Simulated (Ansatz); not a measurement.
Geometry optimisation, Ansatz 0.2.0, RKS PBE-D4/def2-SVP.

The input (input.yaml):

```yaml
crystal:
  periodic: [false, false, false]
  atoms:
    - { symbol: Ga, position_ang: [0.035824, 0.542529, -0.398074] }
    - { symbol: Cl, position_ang: [-0.074208, -0.06069, 2.980331] }
    - { symbol: O, position_ang: [1.634279, -0.179351, -0.780779] }
    - { symbol: H, position_ang: [1.555841, -1.016637, -1.275649] }
    - { symbol: O, position_ang: [-1.636803, -0.055167, -0.664428] }
    - { symbol: H, position_ang: [-1.671452, -1.019588, -0.804464] }
    - { symbol: Br, position_ang: [0.17825, 2.797161, 0.382451] }
    - { symbol: H, position_ang: [-0.040432, 1.234343, 2.631012] }
basis:
  gaussian: { orbitals: def2-SVP }
hamiltonian:
  xc: pbe
  dispersion: d4
relax:
  f_tol: 0.03
  max_steps: 50
```

Launched with:

```bash
$ ansatz run input.yaml --threads 4 --pin off --max-ram 5120MiB --backend cpu --events-out ev --progress --plain --runs-dir out
```

Question: Where does it end, and by what steps?

Answer: The run converged. After 7 steps the energy has fallen by 0.159 eV; Cl2 moved furthest, 0.45 Å.

```tsv
step	energy less start (eV)	largest force component (eV/Å)	accepted
0	0.0000	0.902	yes
1	-0.1112	0.333	yes
2	-0.1435	0.398	yes
3	-0.1382	0.497	no
4	-0.1563	0.260	yes
5	-0.1588	0.084	yes
6	-0.1585	0.063	no
7	-0.1592	0.018	yes
```

```xyz
8
Properties=species:S:1:pos:R:3
Ga 0.013 0.532 -0.174
Cl 0.001 -0.077 2.538
O 1.604 -0.165 -0.640
H 1.506 -1.016 -1.105
O -1.628 -0.030 -0.653
H -1.667 -0.998 -0.771
Br 0.105 2.760 0.500
H 0.048 1.238 2.376
```

Whether the end is a true minimum wasn't checked by a vibrational analysis.

Run time: 8.7 s on 4 threads of INTEL(R) XEON(R) PLATINUM 8581C CPU @ 2.10GHz (Emerald Rapids), with other jobs on the host, peak memory 0.22 GiB.
